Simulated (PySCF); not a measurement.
H3Ga, triplet, at the geometry of the source list (a higher spin typed on purpose: for a closed-shell molecule this is an excited state); CASSCF(6,5)/cc-pVDZ run with PySCF.

Input for PySCF:
```python
from pyscf import gto, scf, mcscf
import numpy

mol = gto.Mole()
mol.atom = '''
    Ga   -0.00060000   -0.00080000   -0.00110000
    H     0.65390000   -0.42570000    1.35580000
    H    -0.34850000    1.50560000   -0.25940000
    H    -0.30480000   -1.07920000   -1.09530000
'''
mol.basis = 'cc-pvdz'
mol.spin = 2
mol.verbose = 4
mol.build()

mf = scf.ROHF(mol)
mf.kernel()
mc = mcscf.CASSCF(mf, 5, 6)
mc.fix_spin_(ss=2.0)
mc.kernel()
occ = numpy.linalg.eigvalsh(mc.fcisolver.make_rdm1(mc.ci, mc.ncas, mc.nelecas))[::-1]
ss = mc.fcisolver.spin_square(mc.ci, mc.ncas, mc.nelecas)[0]
print('natural occupations', occ.round(4), ' <S^2>', round(ss, 4))
```

Output, abridged:

```
PySCF version 2.14.0

[INPUT] verbose = 4
[INPUT] num. atoms = 4
[INPUT] num. electrons = 34
[INPUT] charge = 0
[INPUT] spin (= nelec alpha-beta = 2S) = 2
[INPUT] symmetry False subgroup None
[INPUT] Mole.unit = angstrom
[INPUT] Symbol           X                Y                Z      unit          X                Y                Z       unit  Magmom
[INPUT]  1 Ga    -0.000600000000  -0.000800000000  -0.001100000000 AA   -0.001133835675  -0.001511780900  -0.002078698737 Bohr   0.0
[INPUT]  2 H      0.653900000000  -0.425700000000   1.355800000000 AA    1.235691912853  -0.804456411227   2.562090679685 Bohr   0.0
[INPUT]  3 H     -0.348500000000   1.505600000000  -0.259400000000 AA   -0.658569554411   2.845171653145  -0.490194956712 Bohr   0.0
[INPUT]  4 H     -0.304800000000  -1.079200000000  -1.095300000000 AA   -0.575988522767  -2.039392433631  -2.069817024236 Bohr   0.0

nuclear repulsion = 32.0055097975743
number of shells = 15
number of NR pGTOs = 98
number of NR cGTOs = 42
basis = cc-pvdz
ecp = {}

******** <class 'pyscf.scf.rohf.ROHF'> ********
method = ROHF
initial guess = minao
damping factor = 0
level_shift factor = 0
DIIS = <class 'pyscf.scf.diis.CDIIS'>
diis_start_cycle = 1
diis_space = 8
diis_damp = 0
SCF conv_tol = 1e-09
SCF conv_tol_grad = None
SCF max_cycles = 50
direct_scf = True
direct_scf_tol = 1e-13
num. doubly occ = 16  num. singly occ = 2
Set gradient conv threshold to 3.16228e-05
init E= -1924.15076783985
  HOMO = -0.00607748356868987  LUMO = 0.118428005613572  gap/eV = 3.38797
cycle= 1 E= -1924.70548218965  delta_E= -0.555  |g|= 0.178  |ddm|= 1.06
  HOMO = -0.0900426462030297  LUMO = 0.123697657936866  gap/eV = 5.81617
cycle= 2 E= -1924.72992919472  delta_E= -0.0244  |g|= 0.0464  |ddm|= 0.279
  HOMO = -0.0672742033068974  LUMO = 0.146667233872344  gap/eV = 5.82164
cycle= 3 E= -1924.73187504919  delta_E= -0.00195  |g|= 0.0248  |ddm|= 0.0566
  HOMO = -0.0671683058311583  LUMO = 0.147712231300904  gap/eV = 5.84720
cycle= 4 E= -1924.73316102946  delta_E= -0.00129  |g|= 0.0185  |ddm|= 0.0389
  HOMO = -0.0675884388181296  LUMO = 0.146608205212392  gap/eV = 5.82859
cycle= 5 E= -1924.73565387251  delta_E= -0.00249  |g|= 0.0283  |ddm|= 0.0658
  HOMO = -0.0674737641466399  LUMO = 0.147371398657507  gap/eV = 5.84623
cycle= 6 E= -1924.73210512522  delta_E= 0.00355  |g|= 0.0269  |ddm|= 0.0913
  HOMO = -0.0681174761495926  LUMO = 0.149362543008377  gap/eV = 5.91793
cycle= 7 E= -1924.7290960261  delta_E= 0.00301  |g|= 0.0436  |ddm|= 0.168
  HOMO = -0.0680434758417596  LUMO = 0.149216931153457  gap/eV = 5.91196
cycle= 8 E= -1924.72923307247  delta_E= -0.000137  |g|= 0.0415  |ddm|= 0.00353
  HOMO = -0.0676662401356056  LUMO = 0.147568023230266  gap/eV = 5.85682
cycle= 9 E= -1924.73046770809  delta_E= -0.00123  |g|= 0.00772  |ddm|= 0.0615
  HOMO = -0.0675715852000116  LUMO = 0.147190448007118  gap/eV = 5.84397
cycle= 10 E= -1924.73051407497  delta_E= -4.64e-05  |g|= 0.00214  |ddm|= 0.00996
  HOMO = -0.0675763539750243  LUMO = 0.146929596811273  gap/eV = 5.83700
cycle= 11 E= -1924.7305165672  delta_E= -2.49e-06  |g|= 0.00054  |ddm|= 0.00614
  HOMO = -0.0675612112032211  LUMO = 0.146920630009782  gap/eV = 5.83635
cycle= 12 E= -1924.73051656876  delta_E= -1.56e-09  |g|= 0.00047  |ddm|= 0.000525
  HOMO = -0.0675636098936803  LUMO = 0.146950518938262  gap/eV = 5.83723
cycle= 13 E= -1924.7305167029  delta_E= -1.34e-07  |g|= 8.8e-05  |ddm|= 0.0007
  HOMO = -0.0675665999835982  LUMO = 0.146963116747147  gap/eV = 5.83765
cycle= 14 E= -1924.73051670572  delta_E= -2.82e-09  |g|= 8.18e-06  |ddm|= 0.000216
  HOMO = -0.0675664182753275  LUMO = 0.146962924563876  gap/eV = 5.83764
cycle= 15 E= -1924.73051670571  delta_E= 1.77e-11  |g|= 1.77e-06  |ddm|= 3.33e-05
  HOMO = -0.067566383356592  LUMO = 0.146962782461228  gap/eV = 5.83764
Extra cycle  E= -1924.73051670572  delta_E= -1.59e-11  |g|= 1.87e-06  |ddm|= 4.91e-06
converged SCF energy = -1924.73051670572

******** <class 'pyscf.mcscf.mc1step.CASSCF'> ********
CAS (4e+2e, 5o), ncore = 14, nvir = 23
max_cycle_macro = 50
max_cycle_micro = 4
conv_tol = 1e-07
conv_tol_grad = None
orbital rotation max_stepsize = 0.02
orbital rotation threshold for CI restart = 0.01
augmented hessian ah_max_cycle = 30
augmented hessian ah_conv_tol = 1e-12
augmented hessian ah_linear dependence = 1e-14
augmented hessian ah_level shift = 1e-08
augmented hessian ah_start_tol = 2.5
augmented hessian ah_start_cycle = 3
augmented hessian ah_grad_trust_region = 3
kf_trust_region = 3
kf_interval = 4
ci_response_space = 4
ci_grad_trust_region = 3
with_dep4 0
natorb = False
canonicalization = True
sorting_mo_energy = False
ao2mo_level = 2
internal_rotation = False
******** <class 'pyscf.fci.addons.SpinPenaltyFCISolver'> ********
max. cycles = 50
conv_tol = 1e-08
davidson only = True
linear dependence = 1e-12
level shift = 0.001
max iter space = 12
nroots = 1
pspace_size = 400
spin = None
CASCI E = -1924.74247251340  S^2 = 2.0000000
Set conv_tol_grad to 0.000316228
macro iter   1 ( 21 JK    4 micro), CASSCF E = -1924.76131005787  dE = -1.88375445e-02  S^2 = 2.0000000
               |grad[o]|=0.0264  |grad[c]|=0.0207  |ddm|=0.0447  |maxRot[o]|=0.303
macro iter   2 ( 12 JK    3 micro), CASSCF E = -1924.76310871738  dE = -1.79865951e-03  S^2 = 2.0000000
               |grad[o]|=0.0176  |grad[c]|=0.0253  |ddm|=0.00427  |maxRot[o]|=0.101
macro iter   3 ( 11 JK    3 micro), CASSCF E = -1924.76345116216  dE = -3.42444776e-04  S^2 = 2.0000000
               |grad[o]|=0.00744  |grad[c]|=0.0188  |ddm|=0.00702  |maxRot[o]|=0.127
macro iter   4 (  7 JK    2 micro), CASSCF E = -1924.76346783582  dE = -1.66736631e-05  S^2 = 2.0000000
               |grad[o]|=0.000848  |grad[c]|=0.00145  |ddm|=0.00363  |maxRot[o]|=0.0652
macro iter   5 (  8 JK    2 micro), CASSCF E = -1924.76346307207  dE =  4.76375180e-06  S^2 = 2.0000000
               |grad[o]|=0.000282  |grad[c]|=0.00134  |ddm|=0.000344  |maxRot[o]|=0.0317
macro iter   6 (  7 JK    2 micro), CASSCF E = -1924.76346680331  dE = -3.73124726e-06  S^2 = 2.0000000
               |grad[o]|=0.000242  |grad[c]|=0.000414  |ddm|=0.000188  |maxRot[o]|=0.021
macro iter   7 (  4 JK    1 micro), CASSCF E = -1924.76346814060  dE = -1.33728872e-06  S^2 = 2.0000000
               |grad[o]|=0.000178  |grad[c]|=0.000503  |ddm|=0.000162  |maxRot[o]|=0.0182
macro iter   8 (  3 JK    1 micro), CASSCF E = -1924.76346814728  dE = -6.68160283e-09  S^2 = 2.0000000
               |grad[o]|=4.1e-05  |grad[c]|=3.2e-05  |ddm|=0.00014  |maxRot[o]|=0.000195
1-step CASSCF converged in   8 macro ( 73 JK  18 micro) steps
CASSCF canonicalization
Density matrix diagonal elements [1.96359198 1.97544301 1.00000487 0.99999999 0.06096015]
CASSCF energy = -1924.76346814728
CASCI E = -1924.76346814728  E(CI) = -7.41288570963457  S^2 = 2.0000000
natural occupations [1.9987 1.9411 1.     1.     0.0602]  <S^2> 2.0
```
